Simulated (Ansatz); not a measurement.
`[AlH2][SiH](Cl)[AsH2]` + CH₃OH → `CO[AsH2]` + `[AlH2][SiH2]Cl`  (cleavage of the As–Si bond)

Program: Ansatz. Geometries: PBE0-D4/def2-TZVP. ΔE: electronic, gas phase. CCSD(T)/CBS adds triple-zeta CCSD(T) − MP2 to the extrapolated MP2 energy (def2 sets, frozen cores). This one scheme is used for every species. DFT in def2-TZVPP. B3LYP here is the variant with VWN-RPA as its local correlation; programs differ in this. For As outer-core shells are correlated without core-valence functions, which leaves a few kJ/mol of doubt a bond. Scalar relativity is left out up to krypton.

```csv
level,ΔE (kJ/mol)
r2SCAN-D4,63.8
B3LYP-D4,56.3
PBE0,68.3
r2SCANh,65.0
MP2/def2-SVP,63.7
CCSD/def2-SVP,58.8
MP2/def2-TZVPP,62.3
SCS-MP2/def2-TZVPP,52.4
```

Task: What does CCSD(T)/CBS give? (Best estimate.)

Result: The calculation gave: +64.0 kJ/mol. The listed levels differ from it by -0.2, -7.7, 4.3, 1.0, -0.3, -5.2, -1.7, -11.6 kJ/mol.

Task: What do rigid-rotor, harmonic-oscillator terms from PBE0-D4/def2-TZVP frequencies (298.15 K, 1 bar) make of the CCSD(T)/CBS value? (Estimate.)

Result: Ansatz gave: ΔZPE = -5.5 kJ/mol, ΔH = +55.6 kJ/mol, ΔS = -8 J/(mol·K), ΔG = +58.0 kJ/mol. Modes under 50 cm⁻¹ make the entropy rough.

Largest T1 diagnostic among the species: 0.012.

At CCSD(T), def2-SVP lies −5.1 kJ/mol from the extrapolated value and def2-TZVPP −6.0 kJ/mol. In def2-TZVPP, CCSD(T) changes the Hartree–Fock value by +13.9 kJ/mol (the triples alone add +1.2 kJ/mol) and MP2 by +18.4 kJ/mol. From r2SCAN to r2SCAN0 (25 % exact exchange), in def2-TZVPP and without D4, ΔE moves by +4.3 kJ/mol.

CCSD(T)/CBS has its own doubt, a few kJ/mol and more with outer-core shells, so smaller differences from it don't rank the levels.
